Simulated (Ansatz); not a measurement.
Input file for `[GaH2][NH][SiH2]Br`:

```yaml
crystal:
  periodic: [false, false, false]
  atoms:
    - {symbol: Ga, position_ang: [-0.276916, 1.776026, -0.426442]}
    - {symbol: N, position_ang: [0.447217, 0.302662, 0.413156]}
    - {symbol: Si, position_ang: [0.188003, -1.337432, 0.030052]}
    - {symbol: Br, position_ang: [-1.328247, -2.308316, 1.360744]}
    - {symbol: H, position_ang: [-1.129204, 1.483513, -1.696455]}
    - {symbol: H, position_ang: [0.061250, 3.158771, 0.210152]}
    - {symbol: H, position_ang: [0.970472, 0.490984, 1.257416]}
    - {symbol: H, position_ang: [-0.347473, -1.415616, -1.346507]}
    - {symbol: H, position_ang: [1.414898, -2.150591, 0.197874]}
basis:
  gaussian: {orbitals: def2-SVP}
correlation: {method: ccsd_t}
```

```sh
$ ansatz run in.yaml --threads 4 --pin off --events-out ev --progress --plain --max-ram 10444MiB
```

The program prints (abridged):

```
Functional definition: HF
1192 factors; integrals over basis functions are off by at most 1.1e-3 eV
mean field evaluation 1: about -131737.0092 eV, gradient 3.3e1 eV
mean field evaluation 2: about -131737.0245 eV, gradient 3.3e1 eV
mean field evaluation 4: about -131739.7844 eV, gradient 3.0e0 eV
mean field evaluation 8: about -131739.8204 eV, gradient 1.4e-4 eV
mean field -131739.82040664 eV, -4841.3491034865 hartree, gradient 2.1e-6 eV, S^2 0.000000; 0 other end points of the search recorded, 0 dependent functions left out
24 core orbitals not correlated: weight in the atoms' cores, before any rotation towards them, 1.000 or more for the frozen orbitals, at most 0.000 for the correlated occupied ones
reference -131739.82040664 eV, -4841.3491034865 hartree; 22, 22 occupied and 75, 75 virtual orbitals, 1192 factors
second order -19.41882270 eV of doubles, -0.00000000 eV of singles
cycle   1  -19.36895026 eV  change    5.0e-2 eV  update   1.1e-1
cycle   2  -19.97672908 eV  change   -6.1e-1 eV  update   3.3e-2
cycle   3  -20.08232390 eV  change   -1.1e-1 eV  update   1.7e-2
cycle   4  -20.06805301 eV  change    1.4e-2 eV  update   4.5e-3
cycle   5  -20.06864400 eV  change   -5.9e-4 eV  update   2.1e-3
cycle   6  -20.06879873 eV  change   -1.5e-4 eV  update   6.7e-4
cycle   7  -20.06850817 eV  change    2.9e-4 eV  update   2.6e-4
cycle   8  -20.06853552 eV  change   -2.7e-5 eV  update   7.2e-5
cycle   9  -20.06856757 eV  change   -3.2e-5 eV  update   2.6e-5
perturbative correction -0.55315931 eV, -0.0203282295 hartree
Total energy: -131760.44213351 eV, -4842.1069379712 hartree
```

Hardware: 4 threads of an Arm Neoverse V2 on a shared host. Wall time 12 s, peak host memory 0.62 GiB.

The correlation energy is -20.622 eV, 2.7 % of it from (T); the T1 diagnostic reads 0.0113.
